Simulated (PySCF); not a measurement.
Si(CF3)(Cl)2(H) (CHCl2F3Si), SMILES Cl[SiH](Cl)C(F)(F)F.

Geometry optimised at ωB97X-D3(BJ)/def2-SVP.

Two levels are set side by side: PBE/def2-TZVP (PySCF) and r2SCAN/def2-TZVP (PySCF). Same geometry, gas phase. Differences are taken from unrounded values.

```json
[
 {"quantity": "orbital gap (eV)", "r2SCAN": "7.32"},
 {"quantity": "highest occupied level (eV)", "r2SCAN": "-8.31"},
 {"quantity": "lowest empty level (eV)", "r2SCAN": "-0.99"},
 {"quantity": "dipole moment (D)", "r2SCAN": "1.40"},
 {"quantity": "mean polarisability (bohr³)", "r2SCAN": "60.4"}
]
```

### Question
What does PBE give, and how far is it from r2SCAN? (An estimate is asked for; the answer gives what the named calculation found.)

### Answer

```csv
quantity,PBE,PBE minus r2SCAN
orbital gap (eV),6.61,-0.71
highest occupied level (eV),-7.93,0.38
lowest empty level (eV),-1.32,-0.33
dipole moment (D),1.30,-0.10
mean polarisability (bohr³),62.4,2.1
```

Rough cost on one machine, each run with all the roots and properties that it gave: r2SCAN against PBE about 3 times.
